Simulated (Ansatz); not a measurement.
Correlation energies of C8H16O (`CC(C)C(=O)C(C)(C)C`) by basis set

Cartesian coordinates in Å:
```
C 0.823 -0.240 -2.409
C 1.053 0.149 -0.952
C 2.062 1.287 -0.838
C -0.271 0.591 -0.340
O -0.847 1.549 -0.794
C -0.838 -0.197 0.840
C 0.164 -0.142 1.996
C -1.055 -1.650 0.409
C -2.161 0.413 1.277
H 0.132 -1.081 -2.499
H 0.402 0.605 -2.958
H 1.767 -0.525 -2.879
H 1.436 -0.719 -0.410
H 3.007 1.005 -1.307
H 2.265 1.544 0.205
H 1.677 2.178 -1.338
H 0.338 0.887 2.320
H -0.233 -0.698 2.850
H 1.127 -0.585 1.732
H -1.766 -1.714 -0.418
H -0.126 -2.135 0.101
H -1.463 -2.222 1.247
H -2.569 -0.148 2.121
H -2.034 1.454 1.580
H -2.889 0.397 0.464
```

The species carries charge 0 and has multiplicity 1. The structure was optimised at the PBE0-D4/def2-TZVP level. It is one conformer, not always the lowest. Frozen core, restricted reference, Ansatz 0.2.0. CBS rows extrapolate triple and quadruple zeta; past MP2 they add the triple-zeta difference.

```
     basis     HF (Eh)  MP2 corr.  CCSD corr.    (T)  CCSD(T) total
def2-TZVPP  -387.27777   -1.62327           ?      ?              ?
def2-QZVPP  -387.29549   -1.72744           –      –              –
 CBS(def2)           ?   -1.80460           ?  as TZ              ?
```

Question: Fill in the withheld values. (Best estimate.)

Answer: Computed: def2-TZVPP CCSD corr.: -1.69993; def2-TZVPP (T): -0.07133; def2-TZVPP CCSD(T) total: -389.04903; CBS(def2) HF (Eh): -387.29793; CBS(def2) CCSD corr.: -1.88125; CBS(def2) CCSD(T) total: -389.25051.
